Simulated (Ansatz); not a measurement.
Calculated with Ansatz (gas phase, PBE0-D4/def2-TZVP geometries, no zero-point term in ΔE). CCSD(T)/CBS is the MP2 limit (def2-TZVPP, def2-QZVPP) plus CCSD(T) − MP2 in def2-TZVPP, frozen cores. For Ga, Ge outer-core shells are correlated without core-valence functions, which leaves a few kJ/mol of doubt a bond. Scalar relativity is left out up to krypton. Each species was taken in one conformer, which may not be the lowest.

Reaction (redistribution): `C[SiH2][GaH][Cl]` + `O[CH](F)[GeH2][F]` → `C[SiH2][GaH][CH](O)F` + `[F][GeH2][Cl]`

```tsv
species	CCSD(T)/CBS(def2) energy (Eh)
`C[SiH2][GaH][Cl]`	-2714.51932
`O[CH](F)[GeH2][F]`	-2391.34283
`C[SiH2][GaH][CH](O)F`	-2468.88734
`[F][GeH2][Cl]`	-2636.95386
```

Question: Work out ΔE.

Answer: ΔE = (-2468.88734) + (-2636.95386) − (-2714.51932) − (-2391.34283) = 0.02095 Eh = +55.0 kJ/mol.

Largest T1 diagnostic among the species: 0.013.

The D4 term adds −3.3 kJ/mol with B3LYP and −2.1 kJ/mol with PBE0; it sums over pairs of atoms, weighted by their polarisabilities, and B3LYP, whose exchange is more repulsive, gets the larger term. From PBE to PBE0 (25 % exact exchange), in def2-TZVPP and without D4, ΔE moves by +3.1 kJ/mol. In def2-TZVPP, CCSD(T) changes the Hartree–Fock value by −10.5 kJ/mol (the triples alone add −1.4 kJ/mol) and MP2 by −10.7 kJ/mol.

B3LYP here is the variant with VWN-RPA as its local correlation; programs differ in this.
